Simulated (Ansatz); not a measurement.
`C[B-]([NH3+])(Cl)Cl`, charge 0, multiplicity 1.

(1) Give a relaxed structure at PBE0-D4/def2-TZVP (the Gaussian-basis code of Ansatz). (Estimate.)

Results:

(1) The calculation gave: 
Z-matrix (Å, degrees):
```
C
B 1 1.585
H 1 1.095 2 112.3
H 1 1.092 2 109.7 3 -118.8
H 1 1.095 2 112.3 3 122.4
N 2 1.625 1 109.8 3 -61.2
Cl 2 1.853 1 113.8 3 53.7
Cl 2 1.853 1 113.8 3 -176.1
H 6 1.017 2 110.6 1 -60.8
H 6 1.017 2 109.0 1 180.0
H 6 1.017 2 110.6 1 60.7
```
Point group Cs.
This is one stationary point; other conformers may exist.
